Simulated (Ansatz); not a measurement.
propyne (C₃H₄), singlet, at a GFN2-xTB geometry; SC-NEVPT2/cc-pVDZ, CASSCF(6,5) in Ansatz (a program for electronic structure).

Here is a job for Ansatz.
Ansatz 0.2 input:
```yaml
crystal:
  periodic: [false, false, false]
  atoms:
    - {symbol: C, position_ang: [0.00251601, -0.00427449, 0.21384286]}
    - {symbol: C, position_ang: [-0.01028846, -0.01351722, 1.40987627]}
    - {symbol: C, position_ang: [0.00901665, 0.01179166, -1.23156806]}
    - {symbol: H, position_ang: [-0.03481017, -0.01436157, 2.45813969]}
    - {symbol: H, position_ang: [-0.01568984, 1.04063331, -1.59024389]}
    - {symbol: H, position_ang: [0.90833899, -0.47377787, -1.60942938]}
    - {symbol: H, position_ang: [-0.86530420, -0.51649354, -1.61137288]}
basis:
  gaussian:
    orbitals: cc-pVDZ
magnetization: {spin_polarized: false}
correlation: {method: sc_nevpt2, electrons: all, active_space: {window: {electrons: 6, orbitals: 5}}}
```

What the program printed (banner, timings and long lists left out):

```
Functional definition: HF
569 factors; integrals over basis functions are off by at most 1.2e-3 eV
mean field evaluation 1: about -3151.3898 eV, gradient 2.3e1 eV
mean field evaluation 2: about -3151.3928 eV, gradient 2.3e1 eV
mean field evaluation 4: about -3153.0768 eV, gradient 1.9e0 eV
mean field evaluation 8: about -3153.0910 eV, gradient 9.9e-5 eV
mean field -3153.09095890 eV, -115.8739554978 hartree, gradient 8.8e-7 eV, S^2 0.000000; 0 other end points of the search recorded, 0 dependent functions left out
reference -3153.09095890 eV, -115.8739554978 hartree; 11, 11 occupied and 51, 51 virtual orbitals, 569 factors
state -3154.93649197 eV, -115.9417775870 hartree
state -3154.93649197 eV, -115.9417775870 hartree; corrected -3163.87872619 eV, -116.2703986335 hartree
Total energy: -3163.87872619 eV, -116.2703986335 hartree
```
